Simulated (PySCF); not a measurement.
Spinor energies of I³⁺ (iodine, charge +3)

Start: [Kr] 4d10 5s1 5p2 6s1; 5s1/2 filled at m_j = +1/2; 5p3/2 filled at m_j = +1/2, +3/2; 6s1/2 filled at m_j = +1/2. Calculated with PySCF 2.14 in x2c-SVPall-2c with one added diffuse shell each of s, p type (7s9p4d, 54 functions): generalised Hartree-Fock with the X2C-1e Hamiltonian and a Gaussian nucleus; one run each with spin-orbit coupling (SO) switched off, then screened by Boettger's factors. This is a chosen level, not necessarily the ground level.

```
spinor shell  electrons  ε, spin-free (eV)  ε, screened SO (eV)  weight of nominal j (screened SO)  rms radius, screened SO (bohr)
       1s1/2          2           -33369.8             -33366.2                              1.000                          0.0312
       2s1/2          2            -5288.7              -5287.7                              1.000                           0.127
       2p1/2          2            -4745.4              -4953.4                              1.000                           0.109
       2p3/2          4            -4745.4              -4651.5                              1.000                           0.115
       3s1/2          2            -1142.0              -1141.8                              1.000                           0.334
       3p1/2          2            -961.51              -1001.8                              1.000                           0.327
       3p3/2          4            -961.51              -943.24                              1.000                           0.338
       3d3/2          4            -691.36              -698.40                              1.000                           0.311
       3d5/2          6            -691.36              -686.46                              1.000                           0.314
       4s1/2          2            -249.99              -249.98                              1.000                           0.788
       4p1/2          2            -190.79              -198.63                              0.998                           0.827
       4p3/2          4            -190.79              -187.27                              0.999                           0.851
       4d3/2          4            -101.25              -102.37                              0.950                           0.987
       5s1/2          1            -59.579              -59.501                              1.000                            1.92
       5p3/2          2            -44.520              -44.332                              0.751                            2.19
       6s1/2          1            -21.823              -21.827                              0.999                            4.10
```

Where does 4d5/2 lie, and what is the 4d spin-orbit splitting (screened SO)?

At -100.53 eV, 1.847 eV above 4d3/2.

```json
{"quantity": "E (hartree)", "spin-free": "-7107.85648", "screened SO": "-7109.92993"}
{"quantity": "M_J", "spin-free": "3", "screened SO": "3"}
{"quantity": "⟨J²⟩", "spin-free": "12.008", "screened SO": "12.009"}
{"quantity": "⟨L²⟩", "spin-free": "2.007", "screened SO": "2.143"}
{"quantity": "⟨S²⟩", "spin-free": "6.001", "screened SO": "5.906"}
```

Each row is a mean over spinors that exchange with the open shell spreads, by up to 1.533 eV (4s1/2).

Rows whose weight is well below 1 are mixtures of j = l ± 1/2: exchange outweighs spin-orbit coupling there, and the label is only the starting occupation.

Breit and QED terms are absent; they matter most for the inner s and p1/2 levels.

Densities and radii are taken from the X2C orbitals without a picture-change correction, which distorts them close to the nucleus.

Without spin-orbit coupling the j labels of p, d and f shells carry no meaning; the spin-free column gives the mean over the occupied spinors of each nl shell.
